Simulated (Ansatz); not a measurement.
Born–Oppenheimer molecular dynamics of C3H5Ga (9 atoms, charge 0, multiplicity 1). It starts at the highest image of a converged band. Of that band: Neighbouring images differ by up to 2.3 eV, so the band resolves the path poorly. A vibrational analysis at the climbing image gives one clearly imaginary mode, 1067i cm⁻¹: a first-order saddle point.

The calculation used RKS B3LYP-D4/def2-SVP (Ansatz).

```json
{
 "ensemble": "NVE (velocity Verlet)",
 "time step": "0.5 fs",
 "steps asked": "200",
 "starting velocities drawn for": "100 K",
 "seed": "4676"
}
```

First frame:

```xyz
9
Properties=species:S:1:pos:R:3
C 1.417 0.978 -1.909
C 0.789 0.664 -0.891
Ga -0.118 0.682 1.132
C -1.093 -1.058 1.087
H 1.964 1.233 -2.800
H 0.847 1.629 0.192
H -0.374 -1.865 0.883
H -1.606 -1.236 2.042
H -1.825 -1.026 0.264
```

Q: How far do the bonds stretch over the last three quarters of this one trajectory? (Pairs bonded in most of those frames.)

A: 
```
  bond  mean (Å)  spread (Å)  shortest  longest
 C1–C2     1.230       0.016      1.19     1.25
 C1–H5     1.078       0.013      1.05     1.10
C2–Ga3     2.054       0.199      1.73     2.31
Ga3–C4     1.987       0.038      1.92     2.05
Ga3–H6     1.660       0.108      1.46     1.86
 C4–H7     1.109       0.010      1.09     1.13
 C4–H8     1.106       0.012      1.08     1.13
 C4–H9     1.106       0.013      1.08     1.13
```

Mean temperature of the second half: 1411 K. The conserved energy stayed within 0.15 meV per atom of its start (net change 0.0044 meV per atom), so the integration is sound. The kinetic energy rose, since the run started high on the potential surface and went downhill. A run of 0.1 ps of so small a system gives no equilibrium averages. The orbitals stay closed-shell, which can raise the energy where a bond breaks towards radicals; this wasn't checked here.

The run took 3 min on 2 threads of AMD EPYC 9R45 96-Core Processor (Zen 5), with other jobs on the host, peak memory 0.23 GiB.
